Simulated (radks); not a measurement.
Species: Dy+. Configuration: [Xe] 4f10 6s1 (the NIST ground configuration). All-electron calculation, Dirac Kohn-Sham, Slater X-alpha with alpha = 0.743, spin-unpolarised, spherical densities, point nucleus; open shells fill j = l - 1/2 first. Program: a radial shooting solver on a logarithmic mesh with Libxc functionals. Some entries of the table are withheld. Estimate them.

orbital,occ.,eigenvalue (eV),<r> (bohr),<r^2> (bohr^2)
1s1/2,2,-53630.48,(1),0.0006095
2s1/2,2,-8941.542,0.08920,(2)
2p1/2,2,-8510.263,(3),0.006836
2p3/2,4,-7708.406,(4),0.008061
3s1/2,2,-1996.341,0.2340,0.06271
3p1/2,2,-1807.290,0.2236,0.05816
3p3/2,4,-1640.588,0.2369,0.06511
3d3/2,4,-1314.178,0.2093,0.05154
3d5/2,6,-1277.679,0.2134,0.05347
4s1/2,2,-399.5756,0.5293,0.3166
4p1/2,2,-324.8380,0.5395,0.3316
4p3/2,4,-287.4112,0.5703,0.3703
4d3/2,4,-163.9597,0.6022,0.4214
4d5/2,6,-157.1674,0.6132,0.4368
5s1/2,2,-55.3524,1.298,1.899
5p1/2,2,-35.1243,1.465,2.446
5p3/2,4,-30.3392,1.573,2.820
4f5/2,6,-10.3837,0.8528,(5)
4f7/2,4,-9.4837,0.8719,(6)
6s1/2,1,-8.6015,3.690,15.34

Answer. 
(1) 1s1/2 <r> (bohr): 0.02112
(2) 2s1/2 <r^2> (bohr^2): 0.009455
(3) 2p1/2 <r> (bohr): 0.07432
(4) 2p3/2 <r> (bohr): 0.08138
(5) 4f5/2 <r^2> (bohr^2): 0.9936
(6) 4f7/2 <r^2> (bohr^2): 1.048
